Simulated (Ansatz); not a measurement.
System: C₂H₇GaO₂ (charge 0, singlet). 
Geometry from a B3LYP-D3(BJ)/def2-TZVP (Ansatz, an electronic-structure program) optimisation:
SMILES: C[O][GaH][O]C
```xyz
12

C      2.2942     0.8229     0.2625
O      1.6646    -0.3295    -0.2781
Ga    -0.0978    -0.5736    -0.2836
O     -0.9941     0.7850     0.4636
C     -2.4014     0.8417     0.5866
H      2.8751     1.3190    -0.5204
H      2.9809     0.5204     1.0585
H      1.5807     1.5420     0.6740
H     -0.7579    -1.8390    -0.8793
H     -2.7828     1.7237     0.0633
H     -2.6771     0.9251     1.6422
H     -2.9075    -0.0402     0.1744
```
Charge 0, spin multiplicity 1.

Property: vertical triplet-singlet gap (E(triplet) - E(singlet); each state is the SCF solution reached for its spin), in kcal/mol. Valence correlation only, unless marked. Open shells are spin-unrestricted. Spin-orbit coupling is left out. The frozen core is the preceding noble-gas configuration, with the filled d and f shells of earlier blocks. No relativistic terms. Basis-set limits of correlation are two-point, X^-3; Hartree-Fock from the larger set. [CCSD(T)-MP2]/basis is that difference in the basis named.

RI-MP2/CBS(aug-cc-pVTZ,aug-cc-pVQZ)+[CCSD(T)-MP2]/aug-cc-pVTZ (Ansatz) gives 143.6 kcal/mol.

### Question
Another calculation gave 114.3 kcal/mol. Which level was it?
A. wB97X-V/def2-TZVPD (Ansatz)
B. r2SCAN/def2-TZVPD (Ansatz)
C. B3LYP/def2-TZVPD (Ansatz)
D. BHLYP/def2-TZVPD (Ansatz)

### Answer
B, r2SCAN/def2-TZVPD (Ansatz). The others give 122.7 (B3LYP), 138.9 (wB97X-V), 133.6 (BHLYP) kcal/mol.
